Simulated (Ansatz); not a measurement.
Geometry optimisation, RKS PBE-D4/def2-SVP (Ansatz 0.2.0).

input.yaml

```yaml
crystal:
  periodic: [false, false, false]
  atoms:
    - { symbol: Ti, position_ang: [0.299734, 0.276818, 0.598675] }
    - { symbol: Br, position_ang: [2.299092, -1.432874, -0.12077] }
    - { symbol: "N", position_ang: [-0.71853, -0.192647, -0.837559] }
    - { symbol: H, position_ang: [-0.185753, -0.909589, -1.349041] }
    - { symbol: Cl, position_ang: [0.69653, 2.423799, 0.533332] }
    - { symbol: Cl, position_ang: [-0.774058, -0.222641, 2.436523] }
    - { symbol: H, position_ang: [-1.617015, 0.057135, -1.261161] }
basis:
  gaussian: { orbitals: def2-SVP }
hamiltonian:
  xc: pbe
  dispersion: d4
relax:
  f_tol: 0.03
  max_steps: 50
output:
  orbitals: {}
```

Launched with:

```bash
$ ansatz run input.yaml --threads 4 --pin off --max-ram 5120MiB --backend cpu --events-out ev --progress --plain --runs-dir out
```

Task: Where does it end, and by what steps?

Result: It converged. The force dipped under the threshold on the way, but the program's further checks kept it going. After 28 steps the energy has fallen by 0.672 eV; H4 moved furthest, 1.15 Å.

```csv
step,energy less start (eV),largest force component (eV/Å),accepted
0,0.0000,1.602,yes
1,-0.4907,0.436,yes
2,-0.5846,0.392,yes
3,-0.6150,0.297,yes
4,-0.6314,0.302,yes
5,-0.6396,0.418,yes
6,-0.6488,0.094,yes
7,-0.6506,0.029,yes
8,-0.6414,0.716,no
9,-0.6511,0.060,yes
10,-0.6507,0.299,no
11,-0.6521,0.037,yes
12,-0.6531,0.083,yes
13,-0.6537,0.202,yes
14,-0.6547,0.235,yes
15,-0.6593,0.016,yes
16,-0.6604,0.094,yes
17,-0.6582,0.405,no
18,-0.6620,0.035,yes
19,-0.6627,0.210,yes
20,-0.6646,0.141,yes
21,-0.6677,0.080,yes
22,-0.6682,0.165,yes
23,-0.6707,0.016,yes
24,-0.6683,0.382,no
25,-0.6714,0.030,yes
26,-0.6704,0.227,no
27,-0.6716,0.034,yes
28,-0.6720,0.004,yes
```

```xyz
7
Properties=species:S:1:pos:R:3
Ti 0.363 0.173 0.533
Br 2.450 -0.877 0.185
N -0.735 -0.232 -0.891
H -1.263 -1.108 -0.984
Cl 0.603 2.348 0.549
Cl -0.572 -0.662 2.331
H -0.847 0.359 -1.723
```

Time of the run: 90 s on 4 threads of Arm Neoverse N1 (shared host), peak memory 0.22 GiB.
